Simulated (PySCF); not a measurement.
Gas-phase reaction: WCl6 + 2 O3 ⇌ WO2Cl2 + 4 ClO

Energies from PySCF, thermal terms from the rigid-rotor harmonic-oscillator model, ideal gas at 1 bar. † marks an energy on the PBE0/def2-TZVP geometry and frequencies; other levels use their own. Open shells (unrestricted): ClO (multiplicity 2, electronic degeneracy 4); the rest are closed-shell singlets. Spin-orbit splitting is ignored; it lowers the true energy and changes the entropy of ClO. W: scalar-relativistic def2 core potential, no spin-orbit coupling. The harmonic model lacks anharmonicity and excited electronic states, which grow with temperature; levels with a mode under 35 cm⁻¹ are left out. Strong static correlation: O3. Soft modes under 120 cm⁻¹ make the harmonic entropy rough for WCl6, WO2Cl2.

```json
[
 {"level": "PBE/def2-SVP", "ΔE electronic, kJ": "188", "ΔH°(298 K), kJ": "177", "ΔS°(298 K), J/K": "357", "ΔG°(1000 K), kJ": "-175"},
 {"level": "PBE/def2-TZVP†", "ΔE electronic, kJ": "40", "ΔH°(298 K), kJ": "27", "ΔS°(298 K), J/K": "356", "ΔG°(1000 K), kJ": "-325"},
 {"level": "PBE0/def2-TZVP", "ΔE electronic, kJ": "-62", "ΔH°(298 K), kJ": "-75", "ΔS°(298 K), J/K": "356", "ΔG°(1000 K), kJ": "-427"},
 {"level": "r2SCAN/def2-TZVP†", "ΔE electronic, kJ": "-3", "ΔH°(298 K), kJ": "-17", "ΔS°(298 K), J/K": "356", "ΔG°(1000 K), kJ": "-368"},
 {"level": "LDA/def2-TZVP†", "ΔE electronic, kJ": "203", "ΔH°(298 K), kJ": "190", "ΔS°(298 K), J/K": "356", "ΔG°(1000 K), kJ": "-162"},
 {"level": "ωB97M-V/def2-TZVP†", "ΔE electronic, kJ": "-81", "ΔH°(298 K), kJ": "-94", "ΔS°(298 K), J/K": "356", "ΔG°(1000 K), kJ": "-446"}
]
```
ΔH° is lowest at ωB97M-V/def2-TZVP† and highest at LDA/def2-TZVP†. No reference value is set beside these.
